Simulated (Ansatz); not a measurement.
C3H5Si (`[C]#C[SiH2]C`) radical, relaxed with UKS PBE0-D4/def2-TZVP in Ansatz 0.2.0 from a PBE-D4/def2-SVP geometry. The force threshold is 0.005 eV/Å; the program also tests the step.

The species carries charge 0 and has multiplicity 2.

Start:

```xyz
9

C    -2.323   -1.440    1.285
C    -1.305   -0.738    1.166
Si    0.297    0.062    0.701
C     0.375    0.351   -1.158
H     1.417   -0.827    1.167
H     0.362    1.360    1.461
H     1.318    0.869   -1.427
H     0.337   -0.613   -1.703
H    -0.477    0.976   -1.491
```

How much energy does the relaxation release, and in how many steps? (An estimate is asked.)

Computed: 6.86 kJ/mol, in 6 steps.

Which bonds change most? (Estimate.)

The calculation gave: C1–C2 from 1.243 to 1.213 Å; Si3–H6 from 1.506 to 1.485 Å; Si3–C4 from 1.883 to 1.863 Å; Si3–H5 from 1.503 to 1.485 Å.

Give the relaxed structure. (Estimate.)

Ansatz gave: 
```xyz
9

C    -2.319   -1.370    1.351
C    -1.276   -0.803    1.106
Si    0.291    0.054    0.686
C     0.380    0.352   -1.151
H     1.408   -0.807    1.149
H     0.318    1.331    1.444
H     1.312    0.862   -1.406
H     0.342   -0.592   -1.697
H    -0.455    0.974   -1.481
```
